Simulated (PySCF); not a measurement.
Input of a run (LC-wPBE/def2-SV(P) geometry optimisation, gas phase (PySCF 2.14.0)), started from GFN2-xTB:
```
{"job": {"xc": "LC-wPBE", "basis": "def2-SV(P)", "grid": 1, "kind": "geom"}, "charge": 0, "multiplicity": 1}
C      2.893640    -0.236740    -0.269557
C      1.703520    -0.821408    -0.166501
Al    -0.005407     0.190677    -0.278144
C     -0.124581     2.161280    -0.582112
O     -1.386101    -0.697894    -0.089747
C     -2.547961    -1.454329     0.071469
H      2.987361     0.828418    -0.423696
H      3.830566    -0.777263    -0.207398
H      1.693841    -1.902391    -0.008006
H     -0.995609     2.420626    -1.190843
H      0.757736     2.562532    -1.082659
H     -0.228310     2.710348     0.358008
H     -3.320953    -0.857826     0.562753
H     -2.920885    -1.780953    -0.902731
H     -2.341270    -2.337087     0.681597
```

Output (energies in Eh, forces in Eh/bohr):
```
step   0  E = -475.01494894  max force = 0.022615
step   1  E = -475.01788276  max force = 0.005490
step   2  E = -475.01812255  max force = 0.002267
step   3  E = -475.01821251  max force = 0.001045
step   4  E = -475.01822838  max force = 0.000710
step   5  E = -475.01823451  max force = 0.000669
step   6  E = -475.01824255  max force = 0.000666
step   7  E = -475.01826131  max force = 0.001250
step   8  E = -475.01827407  max force = 0.001659
step   9  E = -475.01829085  max force = 0.001063
step  10  E = -475.01831417  max force = 0.000809
step  11  E = -475.01833633  max force = 0.001546
step  12  E = -475.01850349  max force = 0.005451
step  13  E = -475.01838741  max force = 0.006990
step  14  E = -475.01863579  max force = 0.006052
step  15  E = -475.01899894  max force = 0.005021
step  16  E = -475.01924092  max force = 0.002758
step  17  E = -475.01938822  max force = 0.001983
step  18  E = -475.01944068  max force = 0.001371
step  19  E = -475.01947437  max force = 0.000744
step  20  E = -475.01948286  max force = 0.000350
optimisation converged
```

Summarise the run.

The energy falls by 2.8 kcal/mol over 21 energy and gradient evaluations, the largest force component goes from 0.0226 to 3.5e-04 Eh/bohr, and the atoms move by 0.348 Å rms after alignment. The bond that changes most is Al3–C4 (ends: aluminium bonded to 2 C and O; methyl carbon), which shortens by 0.052 Å. Bonds longer at the end by more than 0.005 Å: 11 of 14; shorter: 3. Among the angles that change most is Al3–O5–C6, from 179.7° to 143.8°. Among the dihedrals that turn most is C2–Al3–C4–H12, from -96° to -77°. The energy rose by more than 1e-6 Eh at step 13. The first step brought 65 % of the lowering.

What are the final bond lengths?

C1=C2 1.339 Å, C2–Al3 1.947 Å, Al3–C4 1.945 Å, Al3–O5 1.695 Å, O5–C6 1.385 Å, C1–H7 1.100 Å, C1–H8 1.100 Å, C2–H9 1.100 Å, C4–H10 1.103 Å, C4–H11 1.104 Å, C4–H12 1.105 Å, C6–H13 1.105 Å, C6–H14 1.106 Å, C6–H15 1.107 Å. Numbering counts from 1 in the input's order; the species is `C=[CH][Al]([CH3])[O]C`.

The run used 106 basis functions and 147 SCF cycles in all.

Stationary, but not proved a minimum. One conformer, not necessarily the lowest.
